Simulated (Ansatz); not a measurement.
Consider the redistribution: `[SiH3][SiH2][GaH2]` + `C[SiH2]SC#N` → `N#C[SiH2][GaH2]` + `C[SiH2]S[SiH3]`.

Computed with Ansatz on PBE0-D4/def2-TZVP structures; ΔE is electronic, products minus reactants. CCSD(T)/CBS adds triple-zeta CCSD(T) − MP2 to the extrapolated MP2 energy (def2 sets, frozen cores). Functionals use def2-TZVPP. B3LYP here is the variant with VWN-RPA as its local correlation; programs differ in this. For Ga outer-core shells are correlated without core-valence functions, which leaves a few kJ/mol of doubt a bond. Scalar relativity is left out up to krypton. Each species was taken in one conformer, which may not be the lowest.

`[SiH3][SiH2][GaH2]`:

Cartesian coordinates in Å:
```
Si 0.763 1.296 -0.918
Si -0.322 0.292 0.898
Ga -0.722 -2.024 0.388
H 1.036 2.737 -0.668
H -0.079 1.178 -2.140
H 2.057 0.607 -1.180
H 0.544 0.459 2.100
H -1.593 1.036 1.139
H 0.347 -3.120 0.745
H -2.032 -2.462 -0.364
```

`C[SiH2]SC#N`:

Cartesian coordinates in Å:
```
C -0.491 -0.408 1.174
Si 0.775 -0.650 -0.159
S -0.027 -0.046 -2.097
C -0.425 1.519 -1.630
N -0.707 2.594 -1.312
H -0.074 -0.703 2.140
H -0.783 0.642 1.232
H -1.382 -1.008 0.981
H 1.107 -2.074 -0.412
H 2.007 0.135 0.083
```

`N#C[SiH2][GaH2]`:

```xyz
8

N    -2.405   -1.361    1.156
C    -1.725   -0.731    0.470
Si   -0.567    0.262   -0.577
Ga    1.681    0.176    0.321
H    -1.121    1.641   -0.602
H    -0.661   -0.311   -1.944
H     2.802    0.964   -0.442
H     1.997   -0.640    1.617
```

`C[SiH2]S[SiH3]`:

```xyz
12

C    -0.739    0.307   -2.272
Si   -0.010    0.512   -0.570
S    -0.333   -1.319    0.498
Si    0.581   -0.766    2.344
H    -1.809    0.101   -2.211
H    -0.257   -0.518   -2.801
H    -0.596    1.220   -2.855
H    -0.657    1.633    0.164
H     1.450    0.793   -0.638
H    -0.103    0.407    2.948
H     0.455   -1.939    3.242
H     2.016   -0.431    2.150
```

Question: Is it downhill or uphill in electronic energy at CCSD(T)/CBS, and by how much? (Estimate.)

Answer: Ansatz gave: Downhill: ΔE = -122.6 kJ/mol.

Question: What do these levels give: r2SCAN-D4, B3LYP-D4, B2PLYP, PBE0, MP2/def2-TZVPP, SCS-MP2/def2-TZVPP? (Best estimate.)

Answer: The calculation gave: r2SCAN-D4 -107.7, B3LYP-D4 -111.8, B2PLYP -118.7, PBE0 -104.7, MP2/def2-TZVPP -125.4, SCS-MP2/def2-TZVPP -127.6 kJ/mol.

Largest T1 diagnostic among the species: 0.014.

In def2-TZVPP, CCSD(T) changes the Hartree–Fock value by +22.8 kJ/mol (the triples alone add +4.3 kJ/mol) and MP2 by +16.4 kJ/mol. From PBE to PBE0 (25 % exact exchange), in def2-TZVPP and without D4, ΔE moves by −10.8 kJ/mol.
